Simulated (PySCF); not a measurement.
# Two-photon absorption: `C1=CC=C(N)B1`, C4H6BN

Geometry:
```json
{"atom": "N1", "x (Å)": "1.865", "y (Å)": "-0.017", "z (Å)": "-0.863"}
{"atom": "C2", "x (Å)": "0.659", "y (Å)": "-0.059", "z (Å)": "-0.278"}
{"atom": "C3", "x (Å)": "0.070", "y (Å)": "-1.064", "z (Å)": "0.417"}
{"atom": "C4", "x (Å)": "-1.249", "y (Å)": "-0.611", "z (Å)": "0.838"}
{"atom": "C5", "x (Å)": "-1.595", "y (Å)": "0.661", "z (Å)": "0.460"}
{"atom": "B6", "x (Å)": "-0.406", "y (Å)": "1.184", "z (Å)": "-0.307"}
{"atom": "H7", "x (Å)": "2.165", "y (Å)": "0.814", "z (Å)": "-1.339"}
{"atom": "H8", "x (Å)": "2.504", "y (Å)": "-0.792", "z (Å)": "-0.831"}
{"atom": "H9", "x (Å)": "0.473", "y (Å)": "-2.044", "z (Å)": "0.636"}
{"atom": "H10", "x (Å)": "-1.898", "y (Å)": "-1.267", "z (Å)": "1.417"}
{"atom": "H11", "x (Å)": "-2.542", "y (Å)": "1.112", "z (Å)": "0.717"}
{"atom": "H12", "x (Å)": "-0.194", "y (Å)": "2.233", "z (Å)": "-0.844"}
```

The calculation used TDDFT CAM-B3LYP/def2-TZVPD excited states, vertical, gas phase in PySCF 2.14.0. Geometry: PBE0-D3(BJ)/def2-TZVP.

(1) How strongly do the lowest singlets absorb one photon, and two photons of half the energy?

## Answers

(1) δ for parallel linear polarisation; σ at the peak of a Lorentzian of half width 0.1 eV, single beam; Ω is circular over linear.
```csv
state,E (eV),f,photon λ (nm),δ (au),σ (GM),Ω,main
S1,1.63,0.015,1521,95.5,0.09,0.48,HOMO→LUMO 0.99
S2,4.53,0.002,547,64.8,0.49,1.50,HOMO→LUMO+1 0.90
S3,4.71,0.000,526,<0.1,0.00,–,HOMO−2→LUMO 0.98
S4,5.04,0.001,492,0.73,0.01,1.50,HOMO−3→LUMO 0.98
S5,5.20,0.002,477,79.7,0.79,1.50,"HOMO→LUMO+2 0.73, HOMO→LUMO+3 0.23"
S6,5.44,0.018,456,18.2,0.20,1.50,"HOMO→LUMO+3 0.68, HOMO→LUMO+2 0.18"
```

Among these, the strongest one-photon state is S6, the strongest two-photon state S5, with a dipole change of 4.8 D (relaxed, norm of the difference vector). Half the energy of S2, S3, S4, S5, S6 comes within 0.4 eV of the allowed S1 or passes it, which inflates δ.
